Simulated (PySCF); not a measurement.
A calculated (LC-wPBE, PySCF 2.14, x2c-QZVPPall with one added diffuse shell each of s, p, d, f, g type, the spin-free X2C one-electron Hamiltonian (Gaussian nucleus)) atom or ion has these occupied shells.

```json
{"shell": "1s β", "electrons": "1", "orbital energy (eV)": "-5401.6", "rms radius, mean of both spins (bohr)": "0.0768"}
{"shell": "1s α", "electrons": "1", "orbital energy (eV)": "-5401.6", "rms radius, mean of both spins (bohr)": "0.0768"}
{"shell": "2s α", "electrons": "1", "orbital energy (eV)": "-643.73", "rms radius, mean of both spins (bohr)": "0.335"}
{"shell": "2s β", "electrons": "1", "orbital energy (eV)": "-642.97", "rms radius, mean of both spins (bohr)": "0.335"}
{"shell": "2p α", "electrons": "3", "orbital energy (eV)": "-543.91", "rms radius, mean of both spins (bohr)": "0.304"}
{"shell": "2p β", "electrons": "3", "orbital energy (eV)": "-543.32", "rms radius, mean of both spins (bohr)": "0.304"}
{"shell": "3s α", "electrons": "1", "orbital energy (eV)": "-110.88", "rms radius, mean of both spins (bohr)": "1.01"}
{"shell": "3s β", "electrons": "1", "orbital energy (eV)": "-108.76", "rms radius, mean of both spins (bohr)": "1.01"}
{"shell": "3p α", "electrons": "3", "orbital energy (eV)": "-83.874", "rms radius, mean of both spins (bohr)": "1.08"}
{"shell": "3p β", "electrons": "3", "orbital energy (eV)": "-81.564", "rms radius, mean of both spins (bohr)": "1.08"}
{"shell": "3d α", "electrons": "2", "orbital energy (eV)": "-43.627", "rms radius, mean of both spins (bohr)": "1.29"}
```

Task: Name the element and its charge.

Result: V³⁺ (vanadium, charge +3), in [Ar] 3d2, high-spin 3F determinant.
